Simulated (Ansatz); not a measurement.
`[F][Sb]([F])[F]` + HCl → `[F][Sb]([F])[Cl]` + H–F at 400 K and 1 bar (ligand exchange at the Sb–F bond).

Program: Ansatz. Geometries: PBE0-D4/def2-TZVP. ΔE: electronic, gas phase. CCSD(T)/CBS is the MP2 limit (def2-TZVPP, def2-QZVPP) plus CCSD(T) − MP2 in def2-TZVPP, frozen cores. This one scheme is used for every species. Elements past krypton have def2 core potentials. For Sb outer-core shells are correlated without core-valence functions, which leaves a few kJ/mol of doubt a bond.

```csv
species,CCSD(T)/CBS energy (Eh),H − E (kJ/mol),S (J/(mol·K))
`[F][Sb]([F])[F]`,-539.49495,37.9,323.5
HCl,-460.38127,29.6,195.4
`[F][Sb]([F])[Cl]`,-899.48483,36.9,345.8
H–F,-100.39570,36.5,182.2
```

H − E and S are ideal-gas, rigid-rotor, harmonic terms from PBE0-D4/def2-TZVP. 1 Eh = 2625.50 kJ/mol, R = 8.31446 J/(mol·K).

Q: By hand: ΔE, ΔH, ΔS and ΔG.

A: ΔE = (-899.48483) + (-100.39570) − (-539.49495) − (-460.38127) = -0.00431 Eh = -11.3 kJ/mol. Δ(H − E) = 36.9 + 36.5 − 37.9 − 29.6 = 5.9, so ΔH = -5.4 kJ/mol. ΔS = 345.8 + 182.2 − 323.5 − 195.4 = 9.1 J/(mol·K). ΔG = -5.4 − 400 × (9.1)/1000 = -9.0 kJ/mol.

Q: By hand: the equilibrium constant, and the temperature at which ΔG would vanish if ΔH and ΔS stayed fixed.

A: log₁₀ K = −ΔG/(RT ln 10) = 1.2. ΔH and −TΔS have one sign here, so there is no such temperature.

TΔS isn't small against ΔH here. A doubt of 5 kJ/mol in ΔE shifts log₁₀ K by 0.7 here. These are equilibria of isolated gas molecules and say nothing of rates. Largest T1 diagnostic: 0.015 (customary marks: 0.02 for closed shells, 0.045 for open ones).
